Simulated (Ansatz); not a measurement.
Born–Oppenheimer molecular dynamics of ClH$_{6}$NSi$_{2}$ (10 atoms, charge 0, multiplicity 1). It starts at the highest image of a converged band. Of that band: Neighbouring images differ by up to 1.3 eV, so the band resolves the path poorly. A vibrational analysis at the climbing image gives one clearly imaginary mode, 105i cm⁻¹: a first-order saddle point.

Computed with RKS PBE0/6-31G* (Ansatz 0.2.0).

| Quantity | Value |
| --- | --- |
| ensemble | NVE (velocity Verlet) |
| time step | 0.5 fs |
| steps asked | 200 |
| starting velocities drawn for | 100 K |
| seed | 4956 |

Frames 2.5 fs apart, positions in Å, forces in eV/Å.

Velocities at 15.0 fs (Å/ps):

```
Si 0.61 -0.41 -2.51
Cl -1.10 0.00 0.41
N 2.67 0.79 2.32
H -5.03 -10.19 0.32
H 15.85 6.24 4.32
Si -1.14 0.44 0.51
H -2.36 0.52 2.21
H -1.17 -0.40 10.02
H 5.12 -4.13 -4.56
H 3.76 -3.51 -3.11
```

```xyz
10
Properties=species:S:1:pos:R:3:forces:R:3 time_fs=15.0 energy_less_start_eV=0.045 T=57
Si 0.405 0.325 0.177 -0.11 0.00 0.28
Cl 2.521 2.051 -1.682 0.30 0.16 -0.09
N 0.003 0.877 -1.317 -0.36 -0.28 -0.36
H 0.831 1.482 -1.741 0.07 -0.02 0.18
H 1.581 0.987 0.809 -0.27 -0.13 -0.12
Si -0.938 -1.323 1.257 0.38 0.00 -0.38
H -0.702 0.532 -1.970 0.10 0.08 0.40
H -0.056 -2.094 2.175 -0.07 0.07 0.00
H -2.079 -0.710 1.973 -0.01 0.13 0.06
H -1.429 -2.198 0.159 -0.03 -0.01 0.05
10
Properties=species:S:1:pos:R:3:forces:R:3 time_fs=17.5 energy_less_start_eV=0.075 T=28
Si 0.406 0.324 0.172 0.42 0.10 0.94
Cl 2.519 2.051 -1.681 0.37 0.16 -0.09
N 0.009 0.879 -1.312 -0.73 -0.43 -0.43
H 0.823 1.459 -1.737 0.33 0.27 -0.02
H 1.607 0.996 0.814 -0.66 -0.35 -0.33
Si -0.941 -1.322 1.258 0.70 -0.28 -0.48
H -0.704 0.536 -1.952 -0.01 0.04 0.25
H -0.062 -2.092 2.198 -0.16 0.17 -0.15
H -2.070 -0.715 1.965 -0.26 0.27 0.18
H -1.421 -2.206 0.154 -0.01 0.05 0.15
10
Properties=species:S:1:pos:R:3:forces:R:3 time_fs=20.0 energy_less_start_eV=0.063 T=40
Si 0.409 0.324 0.168 0.24 -0.12 1.08
Cl 2.517 2.051 -1.680 0.38 0.16 -0.09
N 0.011 0.878 -1.309 -0.37 -0.21 -0.15
H 0.834 1.450 -1.733 0.30 0.30 -0.09
H 1.597 0.986 0.800 -0.41 -0.23 -0.19
Si -0.942 -1.321 1.258 0.57 -0.13 -0.41
H -0.708 0.542 -1.922 -0.44 -0.13 -0.24
H -0.077 -2.080 2.213 -0.09 0.12 -0.13
H -2.074 -0.705 1.966 -0.17 0.20 0.08
H -1.413 -2.212 0.157 -0.03 0.04 0.13
10
Properties=species:S:1:pos:R:3:forces:R:3 time_fs=22.5 energy_less_start_eV=0.049 T=53
Si 0.412 0.322 0.166 -0.48 -0.57 0.78
Cl 2.516 2.052 -1.680 0.33 0.16 -0.11
N 0.012 0.877 -1.307 -0.38 -0.12 -0.51
H 0.861 1.459 -1.734 0.02 0.10 0.02
H 1.565 0.962 0.777 0.32 0.15 0.21
Si -0.941 -1.321 1.257 0.16 0.31 -0.23
H -0.734 0.542 -1.901 -0.10 0.03 -0.07
H -0.097 -2.061 2.221 0.07 -0.03 0.04
H -2.088 -0.683 1.972 0.14 0.01 -0.14
H -1.407 -2.215 0.167 -0.08 -0.04 0.03
10
Properties=species:S:1:pos:R:3:forces:R:3 time_fs=25.0 energy_less_start_eV=0.072 T=31
Si 0.413 0.320 0.166 -0.96 -0.80 0.46
Cl 2.515 2.053 -1.679 0.26 0.15 -0.14
N 0.011 0.875 -1.307 -0.49 -0.11 -0.77
H 0.890 1.474 -1.733 -0.20 -0.08 0.09
H 1.551 0.947 0.765 0.75 0.36 0.44
Si -0.941 -1.320 1.255 -0.08 0.60 -0.11
H -0.766 0.544 -1.885 0.36 0.22 0.18
H -0.113 -2.045 2.232 0.18 -0.14 0.16
H -2.094 -0.661 1.970 0.30 -0.11 -0.26
H -1.406 -2.222 0.180 -0.12 -0.10 -0.05
10
Properties=species:S:1:pos:R:3:forces:R:3 time_fs=27.5 energy_less_start_eV=0.048 T=54
Si 0.413 0.316 0.168 -0.51 -0.45 0.48
Cl 2.515 2.054 -1.679 0.20 0.15 -0.14
N 0.009 0.872 -1.310 0.07 0.08 -0.21
H 0.908 1.484 -1.728 -0.29 -0.15 0.08
H 1.577 0.951 0.777 0.24 0.08 0.16
Si -0.940 -1.318 1.253 0.06 0.45 -0.06
H -0.780 0.558 -1.862 0.03 0.08 -0.15
H -0.118 -2.035 2.250 0.11 -0.08 0.07
H -2.083 -0.644 1.952 0.18 -0.06 -0.19
H -1.412 -2.233 0.190 -0.09 -0.07 -0.03
10
Properties=species:S:1:pos:R:3:forces:R:3 time_fs=30.0 energy_less_start_eV=0.051 T=51
Si 0.412 0.311 0.170 0.17 0.01 0.55
Cl 2.515 2.055 -1.679 0.19 0.14 -0.13
N 0.006 0.870 -1.314 0.46 0.13 0.36
H 0.909 1.486 -1.718 -0.30 -0.14 -0.01
H 1.617 0.959 0.799 -0.46 -0.30 -0.22
Si -0.939 -1.315 1.251 0.39 0.00 -0.10
H -0.793 0.576 -1.847 -0.25 -0.04 -0.40
H -0.118 -2.030 2.272 -0.04 0.06 -0.13
H -2.062 -0.630 1.924 -0.14 0.11 0.01
H -1.423 -2.249 0.198 -0.02 0.03 0.06
10
Properties=species:S:1:pos:R:3:forces:R:3 time_fs=32.5 energy_less_start_eV=0.056 T=47
Si 0.411 0.306 0.173 0.36 0.19 0.38
Cl 2.515 2.057 -1.679 0.21 0.13 -0.09
N 0.006 0.868 -1.316 -0.10 -0.16 0.31
H 0.892 1.480 -1.709 -0.24 -0.07 -0.12
H 1.631 0.951 0.808 -0.64 -0.38 -0.33
Si -0.938 -1.312 1.249 0.52 -0.28 -0.13
H -0.816 0.594 -1.853 0.28 0.12 -0.05
H -0.119 -2.023 2.287 -0.12 0.13 -0.23
H -2.050 -0.611 1.897 -0.32 0.21 0.14
H -1.435 -2.263 0.210 0.04 0.10 0.11
10
Properties=species:S:1:pos:R:3:forces:R:3 time_fs=35.0 energy_less_start_eV=0.026 T=75
Si 0.411 0.302 0.177 -0.03 0.05 -0.10
Cl 2.516 2.059 -1.680 0.24 0.12 -0.05
N 0.004 0.866 -1.317 -0.41 -0.33 0.41
H 0.861 1.470 -1.707 -0.09 0.05 -0.20
H 1.611 0.921 0.799 -0.19 -0.13 -0.10
Si -0.935 -1.310 1.247 0.21 -0.11 -0.06
H -0.824 0.618 -1.862 0.41 0.11 0.10
H -0.127 -2.008 2.289 -0.05 0.07 -0.11
H -2.054 -0.580 1.877 -0.14 0.08 0.07
H -1.445 -2.271 0.228 0.05 0.08 0.05
10
Properties=species:S:1:pos:R:3:forces:R:3 time_fs=37.5 energy_less_start_eV=0.033 T=69
Si 0.411 0.297 0.181 -0.70 -0.24 -0.72
Cl 2.518 2.061 -1.680 0.25 0.11 -0.03
N 0.002 0.862 -1.317 -0.04 -0.25 0.80
H 0.825 1.464 -1.716 0.13 0.15 -0.16
H 1.580 0.885 0.785 0.56 0.28 0.28
Si -0.932 -1.308 1.244 -0.29 0.28 0.03
H -0.812 0.647 -1.869 -0.20 -0.13 -0.18
H -0.138 -1.989 2.285 0.10 -0.06 0.11
H -2.067 -0.544 1.861 0.17 -0.14 -0.06
H -1.453 -2.274 0.249 0.01 -0.01 -0.07
10
Properties=species:S:1:pos:R:3:forces:R:3 time_fs=40.0 energy_less_start_eV=0.050 T=52
Si 0.409 0.292 0.183 -0.71 -0.25 -0.86
Cl 2.519 2.063 -1.681 0.22 0.10 -0.03
N -0.001 0.857 -1.313 -0.09 -0.11 0.51
H 0.797 1.465 -1.734 0.25 0.11 0.05
H 1.580 0.863 0.786 0.67 0.35 0.33
Si -0.930 -1.305 1.242 -0.53 0.45 0.09
H -0.809 0.670 -1.884 -0.27 -0.23 -0.05
H -0.142 -1.974 2.287 0.16 -0.11 0.21
H -2.070 -0.517 1.842 0.30 -0.24 -0.10
H -1.460 -2.278 0.266 -0.01 -0.07 -0.15
10
Properties=species:S:1:pos:R:3:forces:R:3 time_fs=42.5 energy_less_start_eV=0.042 T=60
Si 0.406 0.287 0.184 0.10 0.09 -0.46
Cl 2.521 2.066 -1.681 0.16 0.09 -0.05
N -0.004 0.852 -1.307 -0.50 0.07 -0.30
H 0.782 1.473 -1.749 0.22 -0.05 0.30
H 1.616 0.861 0.804 -0.04 0.02 -0.05
Si -0.928 -1.301 1.239 -0.37 0.16 0.14
H -0.818 0.680 -1.901 0.21 -0.19 0.43
H -0.139 -1.964 2.301 0.05 -0.02 0.08
H -2.057 -0.503 1.818 0.13 -0.15 0.01
H -1.466 -2.286 0.275 0.03 -0.03 -0.11
```

Of the whole run (100 fs, mean temperature of the second half 51 K): The conserved energy stayed within 0.048 meV per atom of its start (net change 0.013 meV per atom), so the integration is sound. The temperature averaged 0.51 of the 100 K drawn at the start: a run that starts near a minimum puts about half its kinetic energy into the potential. A run of 0.1 ps of so small a system gives no equilibrium averages. The orbitals stay closed-shell, which can raise the energy where a bond breaks towards radicals; this wasn't checked here.

The run took 7.6 min on 2 threads of Arm Neoverse V1 (shared host), peak memory 0.17 GiB.
